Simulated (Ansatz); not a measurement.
Species: ethoxygermane, C$_{2}$H$_{8}$GeO, net charge 0, singlet state. 
Geometry from a B3LYP-D3(BJ)/def2-TZVP (Ansatz, a program for electronic structure) optimisation:
```
C
H 1 1.0986
H 1 1.0986 2 107.24
O 1 1.4223 2 110.36 3 -120.24
C 1 1.5150 2 110.02 3 119.64
H 5 1.0908 1 110.38 2 61.18
H 5 1.0908 6 108.32 1 -120.95
H 5 1.0923 6 108.61 7 -117.78
Ge 4 1.7892 1 118.72 2 59.17
H 9 1.5320 4 104.74 1 180.00
H 9 1.5431 10 112.03 4 118.10
H 9 1.5431 10 112.03 11 123.81
```

Total electronic energies in hartree. Cores are frozen in the correlated levels unless marked. Spin-orbit coupling is left out. Frozen are the shells of the preceding noble gas and the d and f shells that filled before the atom's block. No relativistic terms. CBS marks a two-point X^-3 extrapolation of the correlation energy; Hartree-Fock from the larger set. The bracket is a focal-point correction in the basis named.

```tsv
level	program	energy (Eh)
HF/6-31G	Ansatz	-2230.20440
HF/6-31G*	Ansatz	-2230.32599
RI-HF/aug-cc-pVTZ	Ansatz	-2230.72650
PBE/def2-TZVPD	Ansatz	-2232.79750
BLYP/def2-TZVPD	Ansatz	-2233.30311
revPBE-D4/def2-TZVPD	Ansatz + dftd4	-2233.12644
B3LYP-D3(BJ)/def2-TZVPD	Ansatz + dftd3	-2233.38561
B3LYP-D4/def2-TZVPD	Ansatz + dftd4	-2233.38437
PBE0-D3(BJ)/def2-TZVP	Ansatz + dftd3	-2232.87519
PBE0-D4/def2-TZVP	Ansatz + dftd4	-2232.87488
r2SCANh-D4/def2-TZVPD	Ansatz + dftd4	-2233.20340
MP2/6-31G	Ansatz	-2230.56888
MP2/6-31G*	Ansatz	-2230.84986
RI-MP2/CBS(cc-pVTZ,cc-pVQZ)+[CCSD(T)-MP2]/cc-pVDZ	Ansatz	-2231.6146
CCSD(T)/CBS(aug-cc-pVTZ,aug-cc-pVQZ)	Ansatz	-2231.6072
```

Totals of different functionals don't rank their quality; only differences between species are comparable.
